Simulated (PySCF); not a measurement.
C4H4F2O2. Atoms are numbered in the order given.

```xyz
12

C     -0.5437     2.6432     0.0000
C      0.0297     1.2858     0.0000
C      1.2704     0.7957     0.0000
O      1.2225    -0.5813     0.0000
C     -0.1025    -0.9291     0.0000
F     -0.3916    -1.6743     1.0687
F     -0.3916    -1.6743    -1.0687
O     -0.8515     0.2198     0.0000
H      0.2579     3.3927     0.0000
H     -1.1749     2.7999     0.8888
H     -1.1749     2.7999    -0.8888
H      2.2493     1.2632     0.0000
```

Geometry: PBE0-D3(BJ)/def2-SVP. Other conformers were not sampled.

Level of theory: PBE/def2-TZVP run with PySCF.

Symmetry labels are those of the subgroup Cs that the program uses (full group Cs).

Computed valence orbital energies around the gap with their symmetry:
```
orbital  symmetry  energy (eV)
-------  --------  -----------
HOMO−7         A'       -10.39
HOMO−6         A"       -10.21
HOMO−5         A'        -9.96
HOMO−4         A'        -9.74
HOMO−3         A"        -9.39
HOMO−2         A'        -9.38
HOMO−1         A"        -8.69
HOMO           A"        -5.51
LUMO           A"        -0.55
LUMO+1         A'         0.45
LUMO+2         A'         1.08
LUMO+3         A'         1.36
```
